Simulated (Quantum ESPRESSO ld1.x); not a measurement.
Values are calculated unless marked as measured or tabulated.
Sc I, configuration [Ar] 3d1 4f2 (not the ground configuration). Code: ld1.x of Quantum ESPRESSO 7.5. Model: scalar-relativistic Kohn-Sham, LDA (Slater exchange, Perdew-Zunger correlation), spin-polarised, spherical densities, point nucleus; open shells are filled with parallel spins first.

X-ray form factor f0, the Fourier transform of the density (f0(0) = 21):

sin(theta)/lambda (1/angstrom)  f0 (electrons)
0.05                                    18.795
0.1                                     17.836
0.15                                    16.673
0.2                                     15.269
0.25                                    13.827
0.3                                     12.466
0.4                                     10.224
0.5                                      8.684
0.6                                      7.681
0.8                                      6.448
1                                        5.480
1.25                                     4.328
1.5                                      3.342
2                                        2.092
